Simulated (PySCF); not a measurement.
C8H6SSe.
Atom-mapped SMILES: `[CH2:1]=[CH:2][c:3]1[cH:4][c:5]2[s:6][cH:7][cH:8][c:9]2[se:10]1` (hydrogens: H11, H12 on C1; H13 on C2; H14 on C4; H15 on C7; H16 on C8)

Structure used (PBE0-D3(BJ)/def2-SVP), in Å, numbered top down from 1:
```
atom  x, y, z in Å
C1    -3.5311    0.1313   -0.0522
C2    -2.5376   -0.6547    0.3878
C3    -1.1137   -0.3993    0.2440
C4    -0.4747    0.6650   -0.3474
C5     0.9407    0.5802   -0.3054
S6     2.2007    1.6163   -0.8828
C7     3.4144    0.5348   -0.2922
C8     2.8993   -0.5747    0.3243
C9     1.4790   -0.5474    0.3162
Se10   0.1170   -1.6533    0.9336
H11   -3.3409    1.0704   -0.5788
H12   -4.5750   -0.1477    0.1042
H13   -2.8050   -1.5821    0.9068
H14   -1.0159    1.4943   -0.8050
H15    4.4656    0.7829   -0.4349
H16    3.5136   -1.3640    0.7575
```

Level of theory: PBE0-D3(BJ)/def2-SVP geometry optimisation, gas phase (PySCF).

Take the most abundant isotopes and a rigid rotor. The values belong to one conformer with, in the numbering `[CH2:1]=[CH:2][c:3]1[cH:4][c:5]2[s:6][cH:7][cH:8][c:9]2[se:10]1`, C1–C2–C3–C4 0°.

Task: Give the principal moments of inertia and the rotational constants in MHz.

Result: Ia = 326.93, Ib = 787.89, Ic = 1114.82 u·Å²; 505379 MHz·u·Å²/I gives A = 1546, B = 641.4, C = 453.3 MHz.

Task: Classify the top.

Result: An asymmetric top; Ray's κ = -0.656.

Task: Is it planar, by Δ = Ic − Ia − Ib?

Result: Planar: Δ = Ic − Ia − Ib = 0.00 u·Å². For a rigid frame Δ = −2 Σ m c², so it vanishes when all atoms lie in the ab plane; here none is more than 0.01 Å from it.

Task: Which types of transition are allowed, and where do some lines up to J = 2 fall?

Result: The dipole components are |μa| = 0.10 D, |μb| = 0.21 D, |μc| = 0.00 D; the mirror of this Cs structure is the ab plane, so μc vanishes by symmetry and there are no c-type lines. The squared components, which scale the intensities, stand as 0.22 : 1.00 (a : b). Some lines, for components of 0.1 D or more:

| type | branch | J(Ka,Kc) | MHz | lower level (cm⁻¹) |
| --- | --- | --- | --- | --- |
| b | Q | 1(1,0) ← 1(0,1) | 1092 | 0.037 |
| b | R | 2(0,2) ← 1(1,1) | 1259 | 0.067 |
| b | Q | 2(1,1) ← 2(0,2) | 1307 | 0.109 |
| b | R | 1(1,1) ← 0(0,0) | 1999 | 0.000 |
| b | Q | 2(2,0) ← 2(1,1) | 2740 | 0.152 |
| b | R | 2(1,2) ← 1(0,1) | 2906 | 0.037 |
| b | Q | 2(2,1) ← 2(1,2) | 3277 | 0.133 |
| b | R | 2(2,1) ← 1(1,0) | 5091 | 0.073 |
| b | R | 2(2,0) ← 1(1,1) | 5305 | 0.067 |

Task: Estimate the classical rotational partition function at 25 K, 200 K and 500 K.

Result: Point group Cs, symmetry number σ = 1; q = (√π/σ)·√((kT/h)³/(ABC)), k/h = 20836.6 MHz/K: 31400 at 25 K, 711000 at 200 K, 2810000 at 500 K.

Not checked by PBE0-D3(BJ)/def2-SVP frequencies. Zero-point vibration and centrifugal distortion are left out.

Rough CPU time on one thread of a shared machine: about 4 min. These figures are those of the optimisation.
